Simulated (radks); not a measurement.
B, 5 electrons, occupied as [He] 2s2 2p1. Method: scalar-relativistic Kohn-Sham, PBE, spin-polarised, spherical densities, finite nucleus; open shells are filled with parallel spins first; Fermi nuclear charge, rms radius 2.406 fm; computed with a radial shooting solver on a logarithmic mesh with Libxc functionals.

Radial electron density D(r) = 4 pi r^2 rho(r):

r (bohr)  D(r) (e/bohr)  spin D(r)
0.02945          0.5896  -0.000165
0.03294          0.7123  -0.000196
0.03655          0.8457  -0.000228
0.04089           1.013  -0.000267
0.04537           1.193  -0.000304
0.05074           1.414  -0.000345
0.05631           1.647  -0.000380
0.06298           1.928  -0.000409
0.06988           2.216  -0.000420
0.07816           2.553  -0.000403
0.08673           2.888  -0.000344
0.09701           3.264  -0.000208
0.1085            3.646  0.0000396
0.1204            3.994   0.000416
0.1347            4.345    0.00104
0.1494            4.632    0.00192
0.1671            4.879    0.00329
0.1855            5.031    0.00510
0.2074            5.094    0.00781
0.2302            5.044     0.0113
0.2574            4.866     0.0163
0.2857            4.588     0.0224
0.3195            4.176     0.0310
0.3545            3.713     0.0413
0.3965            3.161     0.0552
0.44              2.635     0.0711
0.4922            2.099     0.0919
0.5461            1.668      0.115
0.6108            1.305      0.144
0.6778            1.080      0.174
0.7581           0.9604      0.211
0.8412           0.9541      0.250
0.9409            1.035      0.293
1.052             1.168      0.335
1.168             1.302      0.368
1.306             1.421      0.396
1.449             1.482      0.411
1.621             1.475      0.413
1.799             1.399      0.400
2.012             1.252      0.371
2.232             1.071      0.332
2.497            0.8554      0.281
2.771            0.6570      0.230
3.099            0.4657      0.176
3.438            0.3199      0.132
3.846            0.2009     0.0913
4.268            0.1232     0.0621
4.773           0.06842     0.0388
5.296           0.03732     0.0236
5.924           0.01814     0.0128
6.573          0.008666    0.00671
7.352          0.003600    0.00302
8.158          0.001461    0.00130
9.125         0.0004981   0.000463

D(r) has 2 maxima, at r = 0.209, 1.52 bohr, and minima at 0.802 bohr, inside which lie 2.10 electrons.
